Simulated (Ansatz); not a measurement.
**Ligand exchange: C2H7ClSi2 + C2H6OSn → C2H8OSi2 + C2H5ClSn**

Gas-phase species: C2H7ClSi2 `C=C[SiH2][SiH2]Cl`, singlet; C2H6OSn `C[CH2][Sn][OH]`, singlet; C2H8OSi2 `C=C[SiH2][SiH2]O`, singlet; C2H5ClSn `C[CH2][Sn][Cl]`, singlet. The partners trade Cl for OH: Si–Cl and Sn–OH bonds give way to Si–OH and Sn–Cl.

Shapes, held fixed at every level: PBE0-D4/def2-TZVP. Flexible molecules stand in one conformer, not always the lowest. Programs: Ansatz 0.2.0. The zero-point and thermal change to 298 K, harmonic and unscaled (PBE0-D4/def2-TZVP), is +1.5 kJ/mol.

| level | kind | ΔH(298 K) (kJ/mol) | less CCSD(T)/def2-TZVPP |
| --- | --- | --- | --- |
| PBE0-D4/def2-TZVPP | global hybrid | -53.7 | -1.3 |
| wB97X-V/def2-TZVPP | range-separated hybrid | -52.0 | +0.4 |
| B2PLYP/def2-TZVPP | double hybrid | -54.3 | -1.9 |
| MP2/def2-SVP | perturbation theory | -46.9 | +5.5 |
| MP2/def2-TZVPP | perturbation theory | -52.0 | +0.4 |
| CCSD(T)/def2-SVP | coupled cluster or CI | -48.5 | +3.9 |
| CCSD/def2-TZVPP | coupled cluster or CI | -56.1 | -3.7 |
| CCSD(T)/def2-TZVPP | coupled cluster or CI | -52.4 | 0.0 |

The highest level, CCSD(T)/def2-TZVPP, gives ΔH(298 K) = -52.4 kJ/mol; the levels span -56.1 to -46.9. The column of differences is taken from that level and isn't an error. No measured value is set beside it here. For atoms past krypton def2 sets carry core potentials with scalar relativity. Outer-core shells of Sn are correlated, in sets that cover them unevenly.
